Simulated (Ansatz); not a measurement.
Calculated with Ansatz (gas phase, PBE0-D4/def2-TZVP geometries, no zero-point term in ΔE). CBS: MP2 limit from def2 TZ/QZ plus the TZ coupled-cluster correction, frozen cores. This one scheme is used for every species. DFT in def2-TZVPP. For Ge outer-core shells are correlated without core-valence functions, which leaves a few kJ/mol of doubt a bond. Scalar relativity is left out up to krypton. Each species was taken in one conformer, which may not be the lowest.

Consider the ligand exchange at a Ge–S bond: `C[O][GeH]([F])[S]C` + CH₃OH → `C[O][GeH]([F])[O]C` + CH₃SH.

```
          level  ΔE (kJ/mol)
        PBE0-D4         16.0
           PBE0         13.5
CCSD/def2-TZVPP         -0.4
  MP2/CBS(def2)         10.6
```

Q: What does CCSD(T)/CBS give? (Best estimate.)

A: Ansatz gave: +7.5 kJ/mol. The listed levels differ from it by 8.5, 6.0, -7.9, 3.1 kJ/mol.

Largest T1 diagnostic among the species: 0.012.

In def2-TZVPP, CCSD(T) changes the Hartree–Fock value by +10.8 kJ/mol (the triples alone add +2.4 kJ/mol) and MP2 by +13.9 kJ/mol. The D4 term adds +4.6 kJ/mol with B3LYP and +2.5 kJ/mol with PBE0; it sums over pairs of atoms, weighted by their polarisabilities, and B3LYP, whose exchange is more repulsive, gets the larger term.

B3LYP here is the variant with VWN-RPA as its local correlation; programs differ in this.
